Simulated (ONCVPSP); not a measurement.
**Ranking ONCV potentials for Ni**

All share these settings but for the change named:

| Property | Result |
| --- | --- |
| Element | Ni |
| Generator | ONCVPSP 4.0.1 |
| Type | optimised norm-conserving Vanderbilt (ONCV) |
| Functional | LDA (Perdew-Zunger) |
| Relativity | fully relativistic |
| Frozen core | [Ne] |
| Valence charge | 18 |
| Reference configuration | 3s2 3p6 3d8 (charge +2) |
| Partial waves | 3s: rc 1.05 bohr, ncon 3, nbas 7, qcut 9.7 1/bohr, 3 projectors, debl 1.5 Ha; 3p: rc 1.15 bohr, ncon 4, nbas 7, qcut 10.8 1/bohr, 2 projectors, debl 0.5 Ha; 3d: rc 0.90 bohr, ncon 3, nbas 7, qcut 18 1/bohr, 2 projectors, debl 3.9 Ha |
| Local potential | polynomial inside 0.70 bohr (lpopt 5, dvloc0 3 Ha) |
| Core correction | none |

Open shells are filled in proportion to 2j + 1.

In the s channel the program set the typed energies aside and used -4.786, 0.250, 1.750 Ha. In the p channel the program set the typed energies aside and used -3.319, 0.250 Ha (j = l + 1/2; the other j can differ).

Cutoff: the first of the cutoffs (Ha) at which the residual kinetic energy of the hardest occupied pseudo-wave falls to 1 and 0.1 mHa per electron; the density cutoff is not measured.

The base gives 116 Ha.

Of 9 variants that were run, those that failed, showed a ghost or another fault, or gave nearly equal values are left out.

A variant can come out equal or close to the base.

Rank these variants from softest to hardest (loose cutoff).
A. s: nproj 1
B. d: qcut 26.1
C. s: qcut 7.5; p: qcut 8.3; d: qcut 13.9

C (87 Ha), A (116 Ha), B (147 Ha).
